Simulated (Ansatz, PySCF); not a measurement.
Reaction (SMILES): F[Si](Br)Br → Br[Si]Br + F atom (the F-Si bond at the site shown breaks; other sites are not compared here)
Structures are relaxed separately at B3LYP-D3(BJ)/def2-TZVP in Ansatz (a program for electronic structure). Unstable Hartree-Fock reference: Br[Si]Br.

Quantity: bond dissociation energy (enthalpy at 298 K, with B3LYP-D3(BJ) rigid-rotor harmonic-oscillator terms from PySCF), in kcal/mol. Cores are frozen in the correlated levels unless marked. Open shells are spin-unrestricted. No spin-orbit coupling. Frozen are the shells of the preceding noble gas and the d and f shells that filled before the atom's block. Non-relativistic. CBS(X,Y): correlation extrapolated as X^-3; Hartree-Fock from the larger set.

CCSD(T)/CBS(def2-TZVPP,def2-QZVPP) (Ansatz) gives 110.0 kcal/mol.

Q: Another calculation gave 128.5 kcal/mol. Which level was it?
A. B3LYP/def2-TZVPD (Ansatz)
B. wB97X-V/def2-TZVPD (Ansatz)
C. r2SCANh/def2-TZVPD (Ansatz)
D. SVWN5/def2-TZVPD (Ansatz)

A: D, SVWN5/def2-TZVPD (Ansatz). The others give 112.5 (r2SCANh), 105.4 (B3LYP), 109.9 (wB97X-V) kcal/mol.
